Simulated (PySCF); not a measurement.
A species of formula C4H6F2O has this rotational fingerprint, computed with PBE0-D3(BJ)/def2-SVP geometry optimisation, gas phase in PySCF:

| Quantity | Value |
| --- | --- |
| Rotational constants | A = 7263, B = 1351, C = 1199 MHz |
| Dipole components | \|μa\| = 0.82 D, \|μb\| = 1.38 D, \|μc\| = 1.35 D |
| Inertial defect | -22.22 u·Å² |
| κ | -0.95 |

Problem. Which candidate fits, each taken in the one conformer that was computed?
A. `[CH2:1]=[C:2]([CH2:3][F:4])[O:5][CH2:6][F:7]` with C1–C2–C3–F4 -3°, C1–C2–O5–C6 -16°, C2–O5–C6–F7 74°
B. `[F:1][CH:2]([F:3])[CH:4]1[CH2:5][O:6][CH2:7]1` with F1–C2–C4–C5 -167°
C. `[CH3:1][C@:2]1([CH:3]([F:4])[F:5])[CH2:6][O:7]1` with C1–C2–C3–F4 -64°
D. `[F:1][CH:2]([F:3])[C@@H:4]1[CH2:5][CH2:6][O:7]1` with F1–C2–C4–C5 42°

Solution. A. It is C=C(CF)OCF, a near-prolate asymmetric top, point group C1. The candidates at the same level (rigid rotor, commonest isotopes):

| SMILES | A (MHz) | B (MHz) | C (MHz) | μa (D) | μb (D) | μc (D) | Δ (u·Å²) | point group | rotor |
| --- | --- | --- | --- | --- | --- | --- | --- | --- | --- |
| C[C@]1(C(F)F)CO1 | 4008 | 2089 | 2048 | 1.15 | 1.18 | 1.15 | -121.27 | C1 | near-prolate asymmetric top |
| FC(F)C1COC1 | 5281 | 1880 | 1501 | 0.35 | 0.05 | 0.40 | -27.74 | – | asymmetric top |
| FC(F)[C@@H]1CCO1 | 5147 | 1996 | 1879 | 1.00 | 1.12 | 0.34 | -82.43 | C1 | near-prolate asymmetric top |
| C=C(CF)OCF | 7263 | 1351 | 1199 | 0.82 | 1.38 | 1.35 | -22.22 | C1 | near-prolate asymmetric top |

`FC(F)C1COC1` has B 39 % too high; `FC(F)[C@@H]1CCO1` has C 57 % too high; `C[C@]1(C(F)F)CO1` has C 71 % too high. No structure here is proved a minimum.
